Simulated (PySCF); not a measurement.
From computed data to an observable: chemical shift, span and skew from a shielding tensor

chloro(fluoromethyl)silane (CH4ClFSi), SMILES [SiH2](CF)Cl. Atoms are numbered in the order given.

```xyz
8

F      1.9571    -0.2231     0.7951
C      1.3016    -0.8718    -0.2399
Si    -0.5679    -0.6934    -0.0227
Cl    -1.0860     1.2917    -0.2482
H      1.6295    -0.4431    -1.2039
H      1.5880    -1.9404    -0.2375
H     -0.9704    -1.1369     1.3347
H     -1.2567    -1.4912    -1.0726
```
Charge 0, spin multiplicity 1.

Coordinates come from a ωB97X-D3(BJ)/def2-SVP optimisation. Other conformers were not sampled.

GIAO shieldings from PBE/pcSseg-1 in PySCF, non-relativistic, no solvent. The symmetric part of the tensor of C2 has the principal values 56.2, 74.2, 160.4 ppm. The same nucleus in TMS has σ = 182.0 ppm at this level (PySCF, at its B3LYP-D3(BJ)/def2-TZVP geometry). Without spin–orbit terms, shifts of atoms bonded to Cl or Br come out too high.

**Question.** Work out the isotropic shielding, the ¹³C shift against TMS, the span and the skew.

**Answer.** 
σ(iso) = (σ11 + σ22 + σ33)/3 = 96.9 ppm. δ = σ(ref) − σ(iso) = 182.0 − (96.9) = 85.1 ppm.
Span Ω = σ33 − σ11 = 104.2 ppm. Skew κ = 3(σ(iso) − σ22)/Ω = 0.65. Tumbling in solution averages the tensor to δ; in a static solid the shielding alone would spread this spin-1/2 line over Ω.
